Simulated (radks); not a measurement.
Results of a calculation; reference values are marked as such.
Problem. The argon ion Ar12.125+, configuration [He] 2s2 2p(1/2: 1.875, 3/2: 0) (fractional occupations, a model configuration). Level of theory: Dirac Kohn-Sham, PBEsol, spin-unpolarised, spherical densities, point nucleus (a radial shooting solver on a logarithmic mesh with Libxc functionals). Some entries of the table are withheld. Estimate them.

orbital,occ.,eigenvalue (eV),r(max) (bohr)
1s1/2,2,(1),0.05604
2s1/2,2,-704.5464,0.3191
2p1/2,1.875,-657.0662,(2)
2p3/2,0,-654.0837,(3)

Solution. 
(1) 1s1/2 eigenvalue (eV): -3638.285
(2) 2p1/2 r(max) (bohr): 0.2559
(3) 2p3/2 r(max) (bohr): 0.2574
